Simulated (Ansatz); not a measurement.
`C[CH]1[S][GaH]1` → `[CH2]` (triplet) + `[CH2]1[S][GaH]1` at 400 K and 1 bar (formal loss of a carbene).

Isolated molecules relaxed with PBE0-D4/def2-TZVP in Ansatz; ΔE leaves out vibrations. CBS: MP2 limit from def2 TZ/QZ plus the TZ coupled-cluster correction, frozen cores. This one scheme is used for every species. Triplets are unrestricted, without spin–orbit coupling. For Ga outer-core shells are correlated without core-valence functions, which leaves a few kJ/mol of doubt a bond. Scalar relativity is left out up to krypton.

| species | CCSD(T)/CBS energy (Eh) | H − E (kJ/mol) | S (J/(mol·K)) |
| --- | --- | --- | --- |
| `C[CH]1[S][GaH]1` | -2400.81434 | 191.5 | 348.9 |
| `[CH2]` (triplet) | -39.09499 | 59.0 | 205.7 |
| `[CH2]1[S][GaH]1` | -2361.55142 | 110.8 | 309.7 |

H − E and S are ideal-gas, rigid-rotor, harmonic terms from PBE0-D4/def2-TZVP, for one conformer and one mirror image of each species, with the whole ground term of open shells counted as degenerate. 1 Eh = 2625.50 kJ/mol, R = 8.31446 J/(mol·K).

Problem. By hand: ΔE, ΔH, ΔS and ΔG.

Solution. ΔE = (-39.09499) + (-2361.55142) − (-2400.81434) = 0.16793 Eh = 440.9 kJ/mol. Δ(H − E) = 59.0 + 110.8 − 191.5 = -21.7, so ΔH = 419.2 kJ/mol. ΔS = 205.7 + 309.7 − 348.9 = 166.5 J/(mol·K). ΔG = 419.2 − 400 × (166.5)/1000 = 352.6 kJ/mol.

Problem. By hand: the equilibrium constant, and the temperature at which ΔG would vanish if ΔH and ΔS stayed fixed.

Solution. log₁₀ K = −ΔG/(RT ln 10) = -46.0. ΔG = 0 at ΔH/ΔS = 2518 K, far beyond where these terms or the molecules hold.

The number of gas molecules changes by +1, which sets the sign of ΔS. A doubt of 5 kJ/mol in ΔE shifts log₁₀ K by 0.7 here. Other conformers and mirror images would add mixing entropy, several J/(mol·K) or more a flexible species. A triplet takes part, so the spin changes. These are equilibria of isolated gas molecules and say nothing of rates. Largest T1 diagnostic: 0.015 (customary marks: 0.02 for closed shells, 0.045 for open ones).
